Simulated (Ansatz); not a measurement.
Ansatz results at the PBE0-D4/def2-TZVP geometry: HOMO–LUMO gap (ωB97M-V/def2-TZVPP) 10.08 eV; LUMO energy (B3LYP/def2-TZVPP) -3.36 eV; LUMO energy (ωB97M-V/def2-TZVPP) -1.11 eV.

(1) Which molecule gave them?
A. `[F][In]([Br])[Br]`
B. `[CH3][In]([Cl])[Br]`
C. `C=C[CH2][InH][Cl]`
D. `[OH][In]([SH])[SH]`

Results:

(1) A. The others give `C=C[CH2][InH][Cl]`: 8.86, -1.92, -0.13; `[CH3][In]([Cl])[Br]`: 10.39, -2.01, 0.00; `[OH][In]([SH])[SH]`: 9.94, -2.04, 0.12.

B3LYP here is the variant with VWN-RPA as its local correlation; programs differ in this.
